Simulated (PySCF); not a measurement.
Record of a relaxation.

Compound: C₂H₈AsBO.
Bonds: O1–C2 (double), C2–C3, C3–B4, B4–As5. Hydrogens: H6 on C2; H7, H8 on C3; H9, H10 on B4; H11, H12, H13 on As5.
Bond orders are those of one Lewis drawing.

Computed by this run: CAM-B3LYP/def2-SV(P) geometry optimisation, gas phase in PySCF 2.14.0; density fitting, grid level 1; the optimiser is geomeTRIC in internal coordinates, started from a GFN2-xTB structure. The frame can shift and turn from step to step; on so coarse a grid that alone can change the energy by a few meV, and forces under 0.02 eV/Å are noise.

Step 0: E = -65757.1555 eV, largest atomic force 1.133 eV/Å
```
atom  x, y, z in Å  |  force x, y, z in eV/Å
O1     -0.397    1.697    0.639   -0.287   0.105  -0.050
C2     -1.305    1.025    0.183   -0.003   0.459   0.314
C3     -1.332   -0.434    0.256    0.905  -0.124  -0.277
B4     -0.040   -0.959   -0.648   -0.742   0.413   0.751
As5     1.607    0.145    0.069    0.382  -0.370  -0.264
H6     -2.125    1.529   -0.362   -0.280   0.265  -0.178
H7     -1.152   -0.748    1.285   -0.032  -0.138   0.424
H8     -2.274   -0.847   -0.096   -0.363  -0.255  -0.239
H9     -0.100   -0.692   -1.806    0.093   0.253  -0.757
H10     0.247   -2.092   -0.425    0.342  -0.704   0.128
H11     1.969    1.529   -0.288   -0.144   0.659  -0.381
H12     1.953    0.257    1.498   -0.144  -0.112   0.807
H13     2.945   -0.411   -0.322    0.273  -0.452  -0.277
```

Step 1: E = -65757.3550 eV, largest atomic force 0.303 eV/Å
```
atom  x, y, z in Å  |  force x, y, z in eV/Å
O1     -0.467    1.794    0.629    0.075   0.119   0.104
C2     -1.362    1.092    0.216   -0.123  -0.057  -0.271
C3     -1.305   -0.397    0.247   -0.043   0.115   0.176
B4     -0.045   -0.944   -0.619    0.142  -0.081  -0.163
As5     1.686    0.085    0.048    0.058   0.076   0.123
H6     -2.247    1.577   -0.272   -0.021  -0.025   0.093
H7     -1.172   -0.702    1.302   -0.067  -0.047   0.000
H8     -2.247   -0.835   -0.126    0.068  -0.025   0.009
H9     -0.059   -0.665   -1.816    0.024  -0.012   0.086
H10     0.275   -2.109   -0.396   -0.043   0.091  -0.016
H11     1.993    1.505   -0.376   -0.024  -0.157   0.042
H12     1.963    0.174    1.539   -0.024   0.001  -0.195
H13     2.977   -0.581   -0.392   -0.023   0.002   0.012
```

Step 2: E = -65757.3564 eV, largest atomic force 0.257 eV/Å
```
atom  x, y, z in Å  |  force x, y, z in eV/Å
O1     -0.554    1.859    0.637    0.122  -0.213  -0.077
C2     -1.401    1.106    0.208   -0.173   0.149   0.082
C3     -1.301   -0.382    0.248    0.212   0.063   0.011
B4     -0.029   -0.929   -0.619   -0.036   0.026   0.001
As5     1.716    0.067    0.047   -0.060  -0.076  -0.021
H6     -2.317    1.548   -0.258   -0.013  -0.023  -0.046
H7     -1.176   -0.687    1.304   -0.027   0.006   0.001
H8     -2.228   -0.841   -0.131    0.016  -0.031  -0.014
H9     -0.035   -0.652   -1.813    0.011   0.012   0.025
H10     0.279   -2.092   -0.394   -0.016   0.002  -0.002
H11     2.049    1.470   -0.379   -0.010   0.050   0.001
H12     1.997    0.155    1.526    0.002   0.024   0.033
H13     2.990   -0.626   -0.393   -0.028   0.011   0.006
```

Step 3: E = -65757.3566 eV, largest atomic force 0.458 eV/Å
```
atom  x, y, z in Å  |  force x, y, z in eV/Å
O1     -0.514    1.812    0.619   -0.110   0.262  -0.129
C2     -1.405    1.106    0.197    0.306  -0.215   0.264
C3     -1.299   -0.380    0.250   -0.096  -0.071  -0.167
B4     -0.029   -0.928   -0.619   -0.034   0.051   0.060
As5     1.707    0.070    0.050   -0.089  -0.081  -0.059
H6     -2.319    1.567   -0.255    0.050   0.029   0.007
H7     -1.174   -0.682    1.306   -0.026   0.044  -0.006
H8     -2.222   -0.848   -0.127   -0.021  -0.082  -0.018
H9     -0.033   -0.651   -1.811   -0.007   0.018  -0.024
H10     0.277   -2.089   -0.393   -0.015  -0.048  -0.002
H11     2.035    1.472   -0.375    0.010   0.087  -0.028
H12     1.984    0.164    1.525    0.012   0.013   0.106
H13     2.983   -0.619   -0.385    0.020  -0.007  -0.005
```

Step 4: E = -65757.3633 eV, largest atomic force 0.163 eV/Å
```
atom  x, y, z in Å  |  force x, y, z in eV/Å
O1     -0.510    1.829    0.608   -0.025   0.050  -0.076
C2     -1.391    1.104    0.199    0.057  -0.062   0.140
C3     -1.295   -0.382    0.251   -0.022  -0.015  -0.080
B4     -0.032   -0.931   -0.621    0.015   0.016   0.041
As5     1.701    0.069    0.052   -0.029  -0.037  -0.044
H6     -2.308    1.560   -0.254    0.016   0.015  -0.007
H7     -1.169   -0.684    1.307   -0.015   0.024   0.005
H8     -2.221   -0.848   -0.123   -0.006  -0.025  -0.008
H9     -0.037   -0.651   -1.813   -0.006   0.019  -0.011
H10     0.274   -2.093   -0.398   -0.012  -0.029  -0.003
H11     2.024    1.475   -0.370    0.006   0.041  -0.017
H12     1.976    0.161    1.530    0.003   0.009   0.061
H13     2.979   -0.615   -0.384    0.018  -0.007  -0.001
```

Step 5: E = -65757.3646 eV, largest atomic force 0.072 eV/Å
```
atom  x, y, z in Å  |  force x, y, z in eV/Å
O1     -0.501    1.831    0.586   -0.007   0.013   0.014
C2     -1.390    1.102    0.201    0.032  -0.009  -0.064
C3     -1.296   -0.384    0.251   -0.006  -0.007  -0.009
B4     -0.032   -0.931   -0.621    0.021  -0.003   0.029
As5     1.700    0.069    0.054    0.000   0.003  -0.009
H6     -2.307    1.558   -0.250   -0.018   0.006   0.035
H7     -1.170   -0.685    1.307   -0.011  -0.003   0.009
H8     -2.222   -0.851   -0.122    0.003  -0.004   0.000
H9     -0.037   -0.647   -1.812   -0.005   0.013  -0.001
H10     0.270   -2.096   -0.401   -0.008  -0.006  -0.007
H11     2.022    1.478   -0.369    0.001  -0.008  -0.006
H12     1.970    0.164    1.536   -0.004   0.005  -0.001
H13     2.982   -0.614   -0.378    0.003  -0.001   0.008
```

Step 6: E = -65757.3653 eV, largest atomic force 0.046 eV/Å
```
atom  x, y, z in Å  |  force x, y, z in eV/Å
O1     -0.501    1.834    0.579    0.019  -0.019   0.000
C2     -1.389    1.102    0.199   -0.034   0.022  -0.021
C3     -1.295   -0.385    0.248    0.019  -0.002  -0.006
B4     -0.030   -0.932   -0.620    0.015  -0.015   0.018
As5     1.701    0.069    0.055    0.008   0.008   0.013
H6     -2.313    1.557   -0.239   -0.011  -0.002   0.014
H7     -1.172   -0.684    1.305   -0.009  -0.002   0.005
H8     -2.221   -0.852   -0.126    0.005   0.007  -0.003
H9     -0.033   -0.647   -1.812   -0.004   0.007   0.002
H10     0.268   -2.098   -0.401    0.001   0.004  -0.009
H11     2.025    1.475   -0.376   -0.001  -0.017  -0.004
H12     1.965    0.172    1.538   -0.004   0.004  -0.018
H13     2.985   -0.617   -0.368   -0.003   0.001   0.009
```

Step 7: E = -65757.3664 eV, largest atomic force 0.075 eV/Å
```
atom  x, y, z in Å  |  force x, y, z in eV/Å
O1     -0.496    1.835    0.557    0.020  -0.034  -0.016
C2     -1.390    1.102    0.194   -0.059   0.038   0.025
C3     -1.294   -0.385    0.241    0.035  -0.002  -0.003
B4     -0.024   -0.934   -0.620    0.000  -0.016   0.004
As5     1.702    0.068    0.059    0.006   0.008   0.021
H6     -2.328    1.558   -0.213   -0.002  -0.006  -0.004
H7     -1.177   -0.683    1.299   -0.009  -0.003   0.000
H8     -2.218   -0.855   -0.135   -0.001   0.018  -0.006
H9     -0.023   -0.645   -1.811   -0.005  -0.004   0.001
H10     0.267   -2.102   -0.402    0.013   0.010  -0.010
H11     2.031    1.467   -0.390    0.001  -0.009  -0.007
H12     1.951    0.193    1.543    0.000   0.004  -0.011
H13     2.991   -0.624   -0.340    0.000  -0.004   0.005
```

Step 8: E = -65757.3678 eV, largest atomic force 0.073 eV/Å
```
atom  x, y, z in Å  |  force x, y, z in eV/Å
O1     -0.489    1.834    0.517    0.015  -0.029  -0.025
C2     -1.397    1.101    0.189   -0.033   0.036   0.054
C3     -1.293   -0.386    0.225    0.042  -0.006   0.000
B4     -0.013   -0.937   -0.619   -0.036  -0.004  -0.015
As5     1.706    0.067    0.067    0.000   0.006   0.029
H6     -2.356    1.558   -0.161    0.003  -0.010  -0.016
H7     -1.192   -0.684    1.287   -0.011  -0.009  -0.005
H8     -2.214   -0.857   -0.157   -0.005   0.019  -0.011
H9     -0.004   -0.644   -1.809   -0.003  -0.016   0.002
H10     0.268   -2.107   -0.402    0.026   0.013  -0.003
H11     2.048    1.449   -0.421    0.002  -0.001  -0.004
H12     1.927    0.238    1.551    0.004   0.005  -0.008
H13     3.000   -0.640   -0.284   -0.004  -0.004   0.001
```

Step 9: E = -65757.3688 eV, largest atomic force 0.050 eV/Å
```
atom  x, y, z in Å  |  force x, y, z in eV/Å
O1     -0.473    1.828    0.484   -0.003  -0.003  -0.022
C2     -1.397    1.100    0.188   -0.004   0.011   0.049
C3     -1.294   -0.388    0.212    0.020  -0.007   0.010
B4     -0.007   -0.940   -0.619   -0.035   0.002  -0.024
As5     1.704    0.069    0.076    0.002   0.005   0.018
H6     -2.369    1.562   -0.117    0.005  -0.005  -0.013
H7     -1.209   -0.690    1.274   -0.012  -0.012  -0.007
H8     -2.213   -0.853   -0.179   -0.008   0.019  -0.013
H9      0.012   -0.647   -1.809   -0.003  -0.019   0.000
H10     0.271   -2.111   -0.402    0.025   0.009   0.005
H11     2.060    1.434   -0.448    0.006   0.003  -0.002
H12     1.903    0.282    1.556    0.005   0.003   0.001
H13     3.002   -0.652   -0.233    0.001  -0.007  -0.002
```

Step 10: E = -65757.3696 eV, largest atomic force 0.039 eV/Å
```
atom  x, y, z in Å  |  force x, y, z in eV/Å
O1     -0.463    1.826    0.454   -0.006   0.005  -0.007
C2     -1.398    1.101    0.189    0.026   0.001   0.007
C3     -1.297   -0.389    0.197    0.012  -0.004   0.019
B4     -0.001   -0.943   -0.618   -0.032   0.011  -0.020
As5     1.705    0.070    0.086   -0.005  -0.004  -0.002
H6     -2.382    1.566   -0.071    0.000  -0.002   0.001
H7     -1.233   -0.700    1.258   -0.011  -0.012  -0.007
H8     -2.216   -0.843   -0.208   -0.003   0.007  -0.013
H9      0.028   -0.652   -1.809    0.000  -0.014   0.001
H10     0.278   -2.113   -0.399    0.015   0.003   0.015
H11     2.082    1.414   -0.476    0.004   0.009   0.004
H12     1.885    0.328    1.561    0.004   0.001   0.007
H13     3.003   -0.670   -0.180   -0.002  -0.003  -0.004
```

Step 11: E = -65757.3700 eV, largest atomic force 0.024 eV/Å
```
atom  x, y, z in Å  |  force x, y, z in eV/Å
O1     -0.451    1.821    0.444   -0.011   0.017   0.002
C2     -1.393    1.102    0.191    0.019  -0.011  -0.010
C3     -1.300   -0.389    0.189   -0.003   0.000   0.012
B4     -0.002   -0.946   -0.618   -0.002   0.004  -0.008
As5     1.703    0.071    0.090   -0.002   0.000  -0.011
H6     -2.379    1.572   -0.052    0.001   0.005   0.009
H7     -1.250   -0.708    1.249   -0.008  -0.006  -0.004
H8     -2.220   -0.832   -0.227    0.000   0.003  -0.010
H9      0.033   -0.660   -1.809   -0.001  -0.007  -0.002
H10     0.282   -2.114   -0.393    0.001  -0.002   0.015
H11     2.091    1.406   -0.487    0.002   0.004   0.006
H12     1.876    0.349    1.563    0.002  -0.005   0.005
H13     2.999   -0.679   -0.158    0.002  -0.002  -0.004
```

**Question.** Summarise the path.

**Answer.** The energy falls by 4.95 kcal/mol from step 0 to step 11; nine tenths of that is first reached at step 1. It falls at every step. The largest force goes from 1.133 to 0.024 eV/Å. Among the bonds B4–H9 changes most (a near tie, within 0.001 Å, with another), from 1.190 to 1.226 Å; the atoms move by 0.191 Å rms after alignment.

**Question.** Follow the three bonds and two angles with the largest change from start to end.

**Answer.** 
```json
{"step": "0", "E above end (kcal/mol)": "4.95", "largest force (eV/Å)": "1.133", "B4–H9 (Å)": "1.190", "C3–B4 (Å)": "1.662", "As5–H12 (Å)": "1.475", "C2–C3–B4 (°)": "105.9", "B4–As5–H11 (°)": "127.0"}
{"step": "1", "E above end (kcal/mol)": "0.35", "largest force (eV/Å)": "0.303", "B4–H9 (Å)": "1.229", "C3–B4 (Å)": "1.624", "As5–H12 (Å)": "1.519", "C2–C3–B4 (°)": "110.8", "B4–As5–H11 (°)": "122.2"}
{"step": "2", "E above end (kcal/mol)": "0.31", "largest force (eV/Å)": "0.257", "B4–H9 (Å)": "1.226", "C3–B4 (Å)": "1.633", "As5–H12 (Å)": "1.508", "C2–C3–B4 (°)": "111.9", "B4–As5–H11 (°)": "122.2"}
{"step": "3", "E above end (kcal/mol)": "0.31", "largest force (eV/Å)": "0.458", "B4–H9 (Å)": "1.224", "C3–B4 (Å)": "1.633", "As5–H12 (Å)": "1.504", "C2–C3–B4 (°)": "111.8", "B4–As5–H11 (°)": "122.1"}
{"step": "4", "E above end (kcal/mol)": "0.15", "largest force (eV/Å)": "0.163", "B4–H9 (Å)": "1.224", "C3–B4 (Å)": "1.630", "As5–H12 (Å)": "1.506", "C2–C3–B4 (°)": "111.5", "B4–As5–H11 (°)": "122.0"}
{"step": "5", "E above end (kcal/mol)": "0.12", "largest force (eV/Å)": "0.072", "B4–H9 (Å)": "1.225", "C3–B4 (Å)": "1.630", "As5–H12 (Å)": "1.509", "C2–C3–B4 (°)": "111.5", "B4–As5–H11 (°)": "121.9"}
{"step": "6", "E above end (kcal/mol)": "0.11", "largest force (eV/Å)": "0.046", "B4–H9 (Å)": "1.225", "C3–B4 (Å)": "1.630", "As5–H12 (Å)": "1.510", "C2–C3–B4 (°)": "111.5", "B4–As5–H11 (°)": "121.9"}
{"step": "7", "E above end (kcal/mol)": "0.08", "largest force (eV/Å)": "0.075", "B4–H9 (Å)": "1.225", "C3–B4 (Å)": "1.629", "As5–H12 (Å)": "1.510", "C2–C3–B4 (°)": "111.7", "B4–As5–H11 (°)": "121.6"}
{"step": "8", "E above end (kcal/mol)": "0.05", "largest force (eV/Å)": "0.073", "B4–H9 (Å)": "1.226", "C3–B4 (Å)": "1.629", "As5–H12 (Å)": "1.509", "C2–C3–B4 (°)": "112.3", "B4–As5–H11 (°)": "121.2"}
{"step": "9", "E above end (kcal/mol)": "0.03", "largest force (eV/Å)": "0.050", "B4–H9 (Å)": "1.226", "C3–B4 (Å)": "1.628", "As5–H12 (Å)": "1.509", "C2–C3–B4 (°)": "112.6", "B4–As5–H11 (°)": "120.8"}
{"step": "10", "E above end (kcal/mol)": "0.01", "largest force (eV/Å)": "0.039", "B4–H9 (Å)": "1.226", "C3–B4 (Å)": "1.628", "As5–H12 (Å)": "1.508", "C2–C3–B4 (°)": "113.0", "B4–As5–H11 (°)": "120.5"}
{"step": "11", "E above end (kcal/mol)": "0.00", "largest force (eV/Å)": "0.024", "B4–H9 (Å)": "1.226", "C3–B4 (Å)": "1.627", "As5–H12 (Å)": "1.509", "C2–C3–B4 (°)": "113.1", "B4–As5–H11 (°)": "120.5"}
```

The cost below is that of the whole optimisation. The run took 2.8 min wall on AMD EPYC, one thread, on a shared host, and the process peaked at 0.51 GiB of memory.
